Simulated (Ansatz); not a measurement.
C2H7N2, SMILES N[CH]CN, multiplicity 2.

The structure is a stationary point at B3LYP-D3(BJ)/def2-SVP. The isomer is the one that the SMILES or the coordinates give; other isomers of the formula were not compared. The values are those of a single conformer.

Two levels are set side by side: PBE/def2-SVPD (Ansatz, a program for electronic structure) and CAM-B3LYP/def2-SVPD (Ansatz). Energy differences of separate SCF runs at the same geometry; the states with an electron removed or added have multiplicity 1 and 1. Differences are taken from unrounded values.

| quantity | CAM-B3LYP | PBE | PBE minus CAM-B3LYP |
|---|---|---|---|
| vertical ionisation energy (eV) | 6.65 | 6.42 | -0.23 |
